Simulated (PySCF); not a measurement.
CdCl, SMILES [Cl][Cd] (connectivity only; charge and spin as stated), neutral, multiplicity 2. Coordinates come from a r2SCAN-D4/def2-TZVPD optimisation. The spin state was assumed, not searched. The def2 effective core potentials stand for the cores of Cd; spin–orbit coupling is left out.

All values below come from r2SCAN-D4/def2-TZVPD (PySCF 2.14.0).

Harmonic wavenumbers (cm⁻¹): 309. Rotational constants (GHz): 3.363 (linear); symmetry number 1.

Task: Work out the zero-point energy and the ideal-gas rigid-rotor harmonic-oscillator thermochemistry at 298.15 K and 1 atm.

Result: ZPE = ½ Σ hcν = ½ × 309 cm⁻¹ = 0.44 kcal/mol. H − E(el) = 2.77 kcal/mol. Entropy in cal/(mol K): translation 40.88, rotation 16.93, vibration 1.37, spin 1.38, total 60.56. G − E(el) = -15.29 kcal/mol. Cp = 8.61 cal/(mol K).
